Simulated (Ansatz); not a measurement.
Geometry optimisation of AlH$_{5}$O$_{2}$PSb (`[OH][SbH][Al]([OH])[PH2]`).

```yaml
crystal:
  periodic: [false, false, false]
  atoms:
    - {symbol: O, position_ang: [-1.866812, 1.243519, 1.087115]}
    - {symbol: Sb, position_ang: [-1.860216, -0.801821, 0.914513]}
    - {symbol: Al, position_ang: [0.324229, -0.716649, -0.681588]}
    - {symbol: O, position_ang: [1.301020, -2.051663, -1.171664]}
    - {symbol: P, position_ang: [0.929781, 1.366974, -1.581884]}
    - {symbol: H, position_ang: [-0.977417, 1.533363, 1.370147]}
    - {symbol: H, position_ang: [-0.779510, -1.145305, 2.252157]}
    - {symbol: H, position_ang: [1.184126, -2.965485, -0.867740]}
    - {symbol: H, position_ang: [-0.100798, 1.979554, -0.773074]}
    - {symbol: H, position_ang: [1.928699, 1.506413, -0.544884]}
basis:
  gaussian: {orbitals: def2-TZVP}
hamiltonian: {xc: pbe0, dispersion: d4}
relax: {f_tol: 0.005, max_steps: 150}
```

```sh
$ ansatz run in.yaml --threads 4 --pin off --events-out ev --progress --plain --max-ram 10444MiB
```

Output, abridged:

```
Functional definition: PBE0
  name "PBE0"
  cite "Adamo & Barone, J. Chem. Phys. 110, 6158 (1999) doi:10.1063/1.478522"
  cite "Perdew, Burke & Ernzerhof, Phys. Rev. Lett. 77, 3865 (1996) doi:10.1103/PhysRevLett.77.3865"
  parent pbe
  parameter a = 0.25
  parameter kappa = 0.804
  parameter beta = 0.06672455060314922
  exchange = (1 - a)*pbe_x(kappa = kappa, mu = beta*pi^2/3) + a*exact_x
  correlation = pbe_c(beta = beta)
mean field -26592.59461988 eV, -977.2598271724 hartree, gradient 4.8e-5 eV, S^2 0.000000; 0 other end points of the search recorded, 0 dependent functions left out
the calculation of the forces begins
relax step   1: F+E_penalty+E_count = -26592.83074010 eV  Δ(F+E_penalty+E_count) = +0.000e0 eV  max|allowed force component| = 8.275e-1 eV/Å  Δτ_max = 0.0000 Å  (30 SCF iters, accepted)
these checks for a lower state are left out or cut short: starts, cluster_reference, orbital_swaps, neighbouring_geometries, increment
mean field -26592.64421834 eV, -977.2616498822 hartree, gradient 1.4e-5 eV, S^2 0.000000; 0 other end points of the search recorded, 0 dependent functions left out
the calculation of the forces begins
relax step   2: F+E_penalty+E_count = -26592.88147573 eV  Δ(F+E_penalty+E_count) = -5.074e-2 eV  max|allowed force component| = 6.022e-1 eV/Å  Δτ_max = 0.1582 Å  (33 SCF iters, accepted)
these checks for a lower state are left out or cut short: starts, cluster_reference, orbital_swaps, neighbouring_geometries, increment
mean field -26592.65773193 eV, -977.2621464976 hartree, gradient 1.3e-5 eV, S^2 0.000000; 0 other end points of the search recorded, 0 dependent functions left out
the calculation of the forces begins
relax step   3: F+E_penalty+E_count = -26592.89371039 eV  Δ(F+E_penalty+E_count) = -1.223e-2 eV  max|allowed force component| = 7.888e-1 eV/Å  Δτ_max = 0.1286 Å  (33 SCF iters, accepted)
these checks for a lower state are left out or cut short: starts, cluster_reference, orbital_swaps, neighbouring_geometries, increment
mean field -26592.67552612 eV, -977.2628004221 hartree, gradient 1.6e-5 eV, S^2 0.000000; 0 other end points of the search recorded, 0 dependent functions left out
the calculation of the forces begins
relax step   4: F+E_penalty+E_count = -26592.91139467 eV  Δ(F+E_penalty+E_count) = -1.768e-2 eV  max|allowed force component| = 4.377e-1 eV/Å  Δτ_max = 0.0426 Å  (33 SCF iters, accepted)
these checks for a lower state are left out or cut short: starts, cluster_reference, orbital_swaps, neighbouring_geometries, increment
mean field -26592.68201516 eV, -977.2630388898 hartree, gradient 2.3e-5 eV, S^2 0.000000; 0 other end points of the search recorded, 0 dependent functions left out
the calculation of the forces begins
relax step   5: F+E_penalty+E_count = -26592.91488988 eV  Δ(F+E_penalty+E_count) = -3.495e-3 eV  max|allowed force component| = 4.279e-1 eV/Å  Δτ_max = 0.2000 Å  (32 SCF iters, accepted)
these checks for a lower state are left out or cut short: starts, cluster_reference, orbital_swaps, neighbouring_geometries, increment
mean field -26592.69540974 eV, -977.2635311315 hartree, gradient 1.5e-5 eV, S^2 0.000000; 0 other end points of the search recorded, 0 dependent functions left out
the calculation of the forces begins
relax step   6: F+E_penalty+E_count = -26592.92868844 eV  Δ(F+E_penalty+E_count) = -1.380e-2 eV  max|allowed force component| = 1.631e-1 eV/Å  Δτ_max = 0.1429 Å  (32 SCF iters, accepted)
these checks for a lower state are left out or cut short: starts, cluster_reference, orbital_swaps, neighbouring_geometries, increment
mean field -26592.70046223 eV, -977.2637168072 hartree, gradient 1.9e-5 eV, S^2 0.000000; 0 other end points of the search recorded, 0 dependent functions left out
[...]
mean field -26592.70649252 eV, -977.2639384164 hartree, gradient 1.4e-5 eV, S^2 0.000000; 0 other end points of the search recorded, 0 dependent functions left out
the calculation of the forces begins
relax step  19: F+E_penalty+E_count = -26592.93894492 eV  Δ(F+E_penalty+E_count) = -2.168e-5 eV  max|allowed force component| = 1.055e-2 eV/Å  Δτ_max = 0.0023 Å  (35 SCF iters, accepted)
these checks for a lower state are left out or cut short: starts, cluster_reference, orbital_swaps, neighbouring_geometries, increment
mean field -26592.70650537 eV, -977.2639388884 hartree, gradient 1.4e-5 eV, S^2 0.000000; 0 other end points of the search recorded, 0 dependent functions left out
the calculation of the forces begins
relax step  20: F+E_penalty+E_count = -26592.93897097 eV  Δ(F+E_penalty+E_count) = -2.604e-5 eV  max|allowed force component| = 7.016e-3 eV/Å  Δτ_max = 0.0074 Å  (35 SCF iters, accepted)
these checks for a lower state are left out or cut short: starts, cluster_reference, orbital_swaps, neighbouring_geometries, increment
mean field -26592.70650623 eV, -977.2639389200 hartree, gradient 1.4e-5 eV, S^2 0.000000; 0 other end points of the search recorded, 0 dependent functions left out
the calculation of the forces begins
relax step  21: F+E_penalty+E_count = -26592.93899061 eV  Δ(F+E_penalty+E_count) = -1.965e-5 eV  max|allowed force component| = 1.117e-2 eV/Å  Δτ_max = 0.0083 Å  (34 SCF iters, accepted)
these checks for a lower state are left out or cut short: starts, cluster_reference, orbital_swaps, neighbouring_geometries, increment
mean field -26592.70643611 eV, -977.2639363431 hartree, gradient 1.4e-5 eV, S^2 0.000000; 0 other end points of the search recorded, 0 dependent functions left out
the calculation of the forces begins
relax step  22: F+E_penalty+E_count = -26592.93902648 eV  Δ(F+E_penalty+E_count) = -3.586e-5 eV  max|allowed force component| = 1.654e-2 eV/Å  Δτ_max = 0.0187 Å  (34 SCF iters, accepted)
these checks for a lower state are left out or cut short: starts, cluster_reference, orbital_swaps, neighbouring_geometries, increment
mean field -26592.70639044 eV, -977.2639346648 hartree, gradient 1.4e-5 eV, S^2 0.000000; 0 other end points of the search recorded, 0 dependent functions left out
the calculation of the forces begins
relax step  23: F+E_penalty+E_count = -26592.93905128 eV  Δ(F+E_penalty+E_count) = -2.480e-5 eV  max|allowed force component| = 1.366e-2 eV/Å  Δτ_max = 0.0151 Å  (34 SCF iters, accepted)
these checks for a lower state are left out or cut short: starts, cluster_reference, orbital_swaps, neighbouring_geometries, increment
mean field -26592.70628824 eV, -977.2639309093 hartree, gradient 1.4e-5 eV, S^2 0.000000; 0 other end points of the search recorded, 0 dependent functions left out
the calculation of the forces begins
relax step  24: F+E_penalty+E_count = -26592.93906809 eV  Δ(F+E_penalty+E_count) = -1.681e-5 eV  max|allowed force component| = 1.179e-2 eV/Å  Δτ_max = 0.0151 Å  (34 SCF iters, accepted)
these checks for a lower state are left out or cut short: starts, cluster_reference, orbital_swaps, neighbouring_geometries, increment
mean field -26592.70627030 eV, -977.2639302497 hartree, gradient 1.4e-5 eV, S^2 0.000000; 0 other end points of the search recorded, 0 dependent functions left out
the calculation of the forces begins
relax step  25: F+E_penalty+E_count = -26592.93906450 eV  Δ(F+E_penalty+E_count) = +3.593e-6 eV  max|allowed force component| = 1.210e-2 eV/Å  Δτ_max = 0.0069 Å  (35 SCF iters, rejected (line search))
these checks for a lower state are left out or cut short: starts, cluster_reference, orbital_swaps, neighbouring_geometries, increment
mean field -26592.70631859 eV, -977.2639320245 hartree, gradient 1.4e-5 eV, S^2 0.000000; 0 other end points of the search recorded, 0 dependent functions left out
the calculation of the forces begins
relax step  26: F+E_penalty+E_count = -26592.93908452 eV  Δ(F+E_penalty+E_count) = -1.643e-5 eV  max|allowed force component| = 6.772e-3 eV/Å  Δτ_max = 0.0034 Å  (35 SCF iters, accepted)
these checks for a lower state are left out or cut short: starts, cluster_reference, orbital_swaps, neighbouring_geometries, increment
mean field -26592.70632961 eV, -977.2639324296 hartree, gradient 1.4e-5 eV, S^2 0.000000; 0 other end points of the search recorded, 0 dependent functions left out
the calculation of the forces begins
relax step  27: F+E_penalty+E_count = -26592.93908707 eV  Δ(F+E_penalty+E_count) = -2.552e-6 eV  max|allowed force component| = 3.867e-3 eV/Å  Δτ_max = 0.0021 Å  (35 SCF iters, accepted)
mean field -26592.70632961 eV, -977.2639324296 hartree, gradient 1.4e-5 eV, S^2 0.000000; 1 other end points of the search recorded, 0 dependent functions left out
the calculation of the forces begins
Total energy: -26592.93912266 eV, -977.2724874163 hartree
Atom 0 at    -2.212373     0.998510     1.130695 Å, force     0.001454    -0.003867    -0.000530 eV/Å
Atom 1 at    -1.807459    -0.940627     1.022308 Å, force    -0.002877     0.001815     0.000541 eV/Å
Atom 2 at     0.298577    -0.651013    -0.615732 Å, force     0.001533    -0.001713     0.001637 eV/Å
Atom 3 at     1.257830    -1.951343    -1.134235 Å, force     0.000181     0.002802    -0.001612 eV/Å
Atom 4 at     0.857853     1.413718    -1.536955 Å, force     0.002448     0.001731     0.001465 eV/Å
Atom 5 at    -1.417984     1.537138     1.166824 Å, force    -0.000162     0.001327     0.000190 eV/Å
Atom 6 at    -0.671278    -1.001493     2.320778 Å, force     0.000608     0.000256    -0.000295 eV/Å
Atom 7 at     1.136047    -2.864826    -0.883062 Å, force    -0.001077    -0.001464     0.001024 eV/Å
Atom 8 at     0.440737     2.128734    -0.379971 Å, force     0.000392    -0.001150    -0.001624 eV/Å
Atom 9 at     2.201151     1.280102    -1.087552 Å, force    -0.002501     0.000262    -0.000797 eV/Å
Dipole moment:     0.227245    -0.397036     0.146983 e Å
```

Hardware: 4 threads of an Arm Neoverse V1 on a shared host. Wall time 2.2 min, peak host memory 0.68 GiB.
